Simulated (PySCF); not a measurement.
**Excitation energy of O²⁺ by level of theory**

O²⁺ [He] 2s2 2p2 (3P) → O²⁺ [He] 2s1 2p3 (5S), as a difference of total energies. Calculation: PySCF 2.14, in aug-cc-pwCVDZ (5s4p2d, 27 functions); no relativity, point nucleus. Correlated levels: valence: 1s2 frozen; valence and next inner shell: nothing frozen. The calculations carry no spin-orbit coupling.

```csv
method,excitation energy (eV)
UHF,5.616
LDA,7.454
PBE,7.633
PBE0,7.429
r2SCAN,6.652
M06-L,7.245
r2SCANh,6.692
BP86,7.838
PBEsol,7.346
MP2 (valence),6.760
SCS-MP2 (valence),7.214
MP2 (valence and next inner shell),6.767
SCS-MP2 (valence and next inner shell),7.217
```

Problem. How much does correlation contribute at MP2 (valence and next inner shell)?

Solution. 6.767 − (5.616) = 1.151 eV, measured against UHF.

A first-order spin-orbit estimate (lowest level to lowest level, LS coupling) adds 0.025 eV.
